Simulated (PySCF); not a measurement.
**Steps of a relaxation of [Eu(PH3)]3+**

[Eu(PH3)]3+ (singlet in the valence; each metal's 4f electrons, 6 of them, lie in its core potential, out of spins and levels). PySCF 2.14.0, RKS r2SCAN, Eu lcecp-1-SVP with ECP52, P def2-SVP, H def2-SVP; non-relativistic Hamiltonian with scalar-relativistic core potentials where named; density fitting; no spin-orbit coupling. Origin of the start: template. Columns: position (Å) and force (eV/Å). Energies are counted from the last step; some of the 6 steps are shown. Forces carry noise of the integration grid, about 0.01 to 0.03 eV/Å.

Run from Python with OMP_NUM_THREADS=2. Where DIIS fails, smearing, a level shift and second-order steps follow.
It took 9.4 s on 2 threads of Arm Neoverse V2, on a shared host, from the converged density of the start.

```xyz
5
step 0  E = 0.250 eV
Eu    0.0000    0.0000   -0.5440     0.00    0.00    0.06
P     0.0000    0.0000    2.3810     0.00    0.00    1.15
H     1.2100    0.0000    3.1242     0.69    0.00   -0.40
H    -0.6050    1.0479    3.1242    -0.35    0.60   -0.40
H    -0.6050   -1.0479    3.1242    -0.35   -0.60   -0.40
```

```xyz
5
step 2  E = 0.007 eV
Eu    0.0000    0.0000   -0.4598     0.00    0.00    0.05
P     0.0000    0.0000    2.4960     0.00    0.00    0.40
H     1.3286    0.0000    3.0577    -0.22    0.00   -0.15
H    -0.6643    1.1506    3.0577     0.11   -0.19   -0.15
H    -0.6643   -1.1506    3.0577     0.11    0.19   -0.15
```

```xyz
5
step 3  E = 0.001 eV
Eu    0.0000    0.0000   -0.4490     0.00    0.00    0.03
P     0.0000    0.0000    2.5079     0.00    0.00    0.13
H     1.3275    0.0000    3.0502    -0.09    0.00   -0.05
H    -0.6638    1.1497    3.0502     0.05   -0.08   -0.05
H    -0.6638   -1.1497    3.0502     0.05    0.08   -0.05
```

**Question.** Where does the relaxation end?

**Answer.** It converges at step 5 in C3v:
```xyz
5
step 5  E = 0
Eu    0.0000    0.0000   -0.4427
P     0.0000    0.0000    2.5120
H     1.3248    0.0000    3.0467
H    -0.6624    1.1473    3.0467
H    -0.6624   -1.1473    3.0467
```

**Question.** How did the contacts change?

**Answer.** 
| contact | start (Å) | end (Å) |
| --- | --- | --- |
| Eu1–P2 (PH3) | 2.925 | 2.955 |


No frequency check is given that shows the relaxed geometry to be a minimum. An lcecp potential fixes the number of 4f electrons, so in runs with it no electron can move into or out of that shell.
